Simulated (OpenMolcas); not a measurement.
# Zn II: input and output

Input:

```
&GATEWAY
Coord
1

Zn 0.0 0.0 0.0
Basis=ANO-L-VQZP
Group=XYZ
NoMove
AngMom=0.0 0.0 0.0
AMFI
&SEWARD
&RASSCF
FileOrb=start.orb
Symmetry=1
Spin=2
nActEl=1 0 0
Inactive=8 6
Ras2=1 3
CIRoot=1 1 1
SDav=1
CIMx=300
Iter=120 100
PrWF=0.3
OrbListing=Nothing
MaxOrb=0
Atom
>>> COPY $Project.JobIph JOBPRE
&RASSCF
FileOrb=start.orb
Symmetry=1
Spin=2
nActEl=1 0 0
Inactive=8 6
Ras2=2 6
CIRoot=1 1 1
SDav=2
CIMx=300
Iter=120 100
PrWF=0.3
OrbListing=Nothing
MaxOrb=0
Atom
>>> COPY $Project.JobIph JOB001
&RASSCF
FileOrb=start.orb
Symmetry=2
Spin=2
nActEl=1 0 0
Inactive=8 6
Ras2=2 6
CIRoot=3 3 1
SDav=6
CIMx=300
Iter=120 100
PrWF=0.3
OrbListing=Nothing
MaxOrb=0
Atom
>>> COPY $Project.JobIph JOB002
&RASSI
NrOfJobIphs=2 1 3
1
1 2 3
IphNames
JOB001
JOB002
EJob
SpinOrbit
DIPRint=1.0
SOCoupling=1000.0
Subsets=2
MEES
Property=10
'ANGMOM' 1 'ANGMOM' 2 'ANGMOM' 3 'MLTPL  1' 1 'MLTPL  1' 2 'MLTPL  1' 3
'AMFI' 1 'AMFI' 2 'AMFI' 3 'MLTPL  2' 6
SOProperty=3
'ANGMOM' 1 'ANGMOM' 2 'ANGMOM' 3
```

Launched by
```bash
OMP_NUM_THREADS=1 MOLCAS_MEM=2252 MOLCAS_PROJECT=a pymolcas a.inp > a.log  # once for each step of the input, in one work folder
```

A driver script runs the steps one by one and writes start.orb anew before each from the orbitals found so far.

Output, cut to the results:

```
--- SEWARD ---
Basis set label: ZN.ANO-L...7S6P4D3F2G.

      Electronic valence basis set:
      ------------------
      Associated Effective Charge  30.000000 au
      Associated Actual Charge     30.000000 au
      Nuclear Model: Point charge

      Shell  nPrim  nBasis  Cartesian Spherical Contaminant
         s      21       7        X
         p      15       6        X
         d      10       4                 X
         f       6       3                 X
         g       4       2                 X
                  Atomic mean-field integrals
--- RASSCF ---
Wave function specifications:
      -----------------------------

      Number of closed shell electrons          28
      Number of electrons in active shells       1
      Max number of holes in RAS1 space          0
      Max nr of electrons in RAS3 space          0
      Number of inactive orbitals               14
      Number of active orbitals                  8
      Number of secondary orbitals              62
      Spin quantum number                      0.5
      State symmetry                             1
Orbital specifications:
      -----------------------

      Symmetry species                           1   2
                                                ag  au
      Frozen orbitals                            0   0
      Inactive orbitals                          8   6
      Active orbitals                            2   6
      RAS1 orbitals                              0   0
      RAS2 orbitals                              2   6
      RAS3 orbitals                              0   0
      Secondary orbitals                        35  27
      Deleted orbitals                           0   0
      Number of basis functions                 45  39
      Number of CSFs                             2
      Number of root(s) required                 1
      Iter CI   SX   CI       RASSCF       Energy    max ROT     max BLB   max BLB  Level Ln srch  Step   QN
          iter iter root      energy       change     param      element    value   shift minimum  type update
 Nr of preliminary CI iterations:   1
 ###############################################################################
 ###############################################################################
 ###                                                                         ###
 ###                                                                         ###
 ###    WARNING: Problems in orbital optimization.                           ###
 ###                                                                         ###
 ###                                                                         ###
 ###############################################################################
 ###############################################################################
  Warning: In symmetry  1, orbital p=  10 has diagonal density matrix element D(p,p) close to zero. D(p,p)=  5.387400E-28
 ###############################################################################
        ...
  Warning: In symmetry  2, orbital p=  10 has diagonal density matrix element D(p,p) close to zero. D(p,p)=  0.000000E+00
  Warning: In symmetry  2, orbital p=  11 has diagonal density matrix element D(p,p) close to zero. D(p,p)=  0.000000E+00
  Warning: In symmetry  2, orbital p=  12 has diagonal density matrix element D(p,p) close to zero. D(p,p)=  0.000000E+00
        4   1    1    1  -777.56662549    4.55E-13   0.00E+00    8  23 1  3.33E-08   0.50   0.00    SX    NO
      Convergence after  4 iterations
        5   1    1    1  -777.56662549   -2.27E-13   0.00E+00    7  26 1  3.33E-08   0.50   0.00    SX    NO
      Natural orbitals and occupation numbers for root  1
      sym 1:   1.000000   0.000000
      sym 2:   0.000000   0.000000   0.000000   0.000000   0.000000   0.000000
::    RASSCF root number  1 Total energy:  -1777.56662549
--- RASSCF ---
Wave function specifications:
      -----------------------------

      Number of closed shell electrons          28
      Number of electrons in active shells       1
      Max number of holes in RAS1 space          0
      Max nr of electrons in RAS3 space          0
      Number of inactive orbitals               14
      Number of active orbitals                  8
      Number of secondary orbitals              62
      Spin quantum number                      0.5
      State symmetry                             2
Orbital specifications:
...
--- RASSI ---
SPIN-FREE ENERGIES:
  (Shifted by EMIN (a.u.) =      -1777.5666254852)

 SF State       Relative EMIN(au)   Rel lowest level(eV)    D:o, cm**(-1)      L_eff

     1             0.0000000000        0.0000000000              0.0000         0.0
     2             0.1999867794        5.4419174989          43892.0247         1.0
     3             0.1999867794        5.4419174989          43892.0247         1.0
     4             0.1999867794        5.4419174989          43892.0247         1.0
     Dipole printing threshold changed to   1.00000000E+00

++ Dipole transition strengths (spin-free states):
   -----------------------------------------------
     for osc. strength at least  1.00000000E+00

  ( Max oscillator strength is only   0.33097131215481268      )
--
Eigenvalues of complex Hamiltonian:
   -----------------------------------
  (Shifted by EMIN (a.u.) =      -1777.5666254852)

 SO State       Relative EMIN(au)   Rel lowest level(eV)    D:o, cm**(-1)     J-value

     1             0.0000000000        0.0000000000              0.0000         0.4
     2             0.0000000000        0.0000000000              0.0000         0.4
     3             0.1979518596        5.3865445084          43445.4114         0.4
     4             0.1979518596        5.3865445084          43445.4114         0.4
     5             0.2010042394        5.4696039941          44115.3313         1.2
     6             0.2010042394        5.4696039941          44115.3313         1.2
     7             0.2010042394        5.4696039940          44115.3313         1.2
     8             0.2010042394        5.4696039940          44115.3313         1.2
Weights of the five most important spin-orbit-free states for each spin-orbit state.

 SO State  Total energy (au)           Spin-free states, spin, and weights
 -------------------------------------------------------------------------------------------------------
...
```

The J values that RASSI prints are effective ones from its own formula and need not be integers or half-integers; the table below assigns J from the states.

Levels above the lowest, from the spin-orbit matrix, grouped by J:

| Configuration | Term | J | E (cm⁻¹) | Measured (cm⁻¹) | g | Term weight % |
| --- | --- | --- | --- | --- | --- | --- |
| 4s | ²S | 1/2 | 0.0 | 0.0 | 2.002 | 100 |
| 4p | ²P° | 1/2 | 43445 | 48481 | 0.666 | 100 |
| 4p | ²P° | 3/2 | 44115 | 49355 | 1.334 | 100 |

Against the 2 measured excited levels shown (NIST Handbook of Basic Atomic Spectroscopic Data) the mean absolute deviation is 5100 cm-1; the largest miss in energy is 4p ²P°_3/2: computed 44115, measured 49355 cm⁻¹ (-10.6 %).

With one active electron outside closed inactive shells, the extra shells (5p 5s) add no correlation to the reference. With one active electron the reference holds no correlation, so core polarisation is missing. Measured partners are found by configuration, term and J. A level has none where our copy of the source lacks it or the pairing is in doubt (some pairs that miss far off the trend of their configuration count as doubtful), and it then counts in no deviation. Levels of configurations outside the active space are missing. The first state left out of the spin-orbit step lies near 110000 cm-1 above the lowest spin-free state of the reference (among the parities and spins computed), and the list stops at four fifths of that energy or lower.

The RASSCF and RASSI steps took 11 s on 1 thread of Arm Neoverse V1, on a shared host; the integral step is not counted.

The term weight is that of the spin-free term in the level, not the purity of its configuration. ° marks odd parity.
